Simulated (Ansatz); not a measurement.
`[AlH2][CH2][AlH][GeH3]` → `[AlH2][CH2][AlH2]` + `[GeH2]` at 700 K and 1 bar (germylene loss).

Program: Ansatz. Geometries: PBE0-D4/def2-TZVP. ΔE: electronic, gas phase. CCSD(T)/CBS is the MP2 limit (def2-TZVPP, def2-QZVPP) plus CCSD(T) − MP2 in def2-TZVPP, frozen cores. For Ge outer-core shells are correlated without core-valence functions, which leaves a few kJ/mol of doubt a bond. Scalar relativity is left out up to krypton. Each species was taken in one conformer, which may not be the lowest.

| species | CCSD(T)/CBS energy (Eh) | H − E (kJ/mol) | S (J/(mol·K)) |
| --- | --- | --- | --- |
| `[AlH2][CH2][AlH][GeH3]` | -2602.99253 | 280.1 | 568.2 |
| `[AlH2][CH2][AlH2]` | -525.66758 | 208.4 | 431.2 |
| `[GeH2]` | -2077.24753 | 54.8 | 253.9 |

H − E and S are ideal-gas, rigid-rotor, harmonic terms from PBE0-D4/def2-TZVP, for one conformer and one mirror image of each species. 1 Eh = 2625.50 kJ/mol, R = 8.31446 J/(mol·K).

By hand: ΔE, ΔH, ΔS and ΔG.

ΔE = (-525.66758) + (-2077.24753) − (-2602.99253) = 0.07742 Eh = 203.3 kJ/mol. Δ(H − E) = 208.4 + 54.8 − 280.1 = -16.9, so ΔH = 186.4 kJ/mol. ΔS = 431.2 + 253.9 − 568.2 = 116.9 J/(mol·K). ΔG = 186.4 − 700 × (116.9)/1000 = 104.6 kJ/mol.

By hand: the equilibrium constant, and the temperature at which ΔG would vanish if ΔH and ΔS stayed fixed.

log₁₀ K = −ΔG/(RT ln 10) = -7.8. ΔG = 0 at ΔH/ΔS = 1595 K.

The number of gas molecules changes by +1, which sets the sign of ΔS. A doubt of 5 kJ/mol in ΔE shifts log₁₀ K by 0.4 here. Other conformers and mirror images would add mixing entropy, several J/(mol·K) or more a flexible species. Modes under 60 cm⁻¹, often nearly free rotors, make the harmonic entropy too high. These are equilibria of isolated gas molecules and say nothing of rates. Largest T1 diagnostic: 0.012 (customary marks: 0.02 for closed shells, 0.045 for open ones).
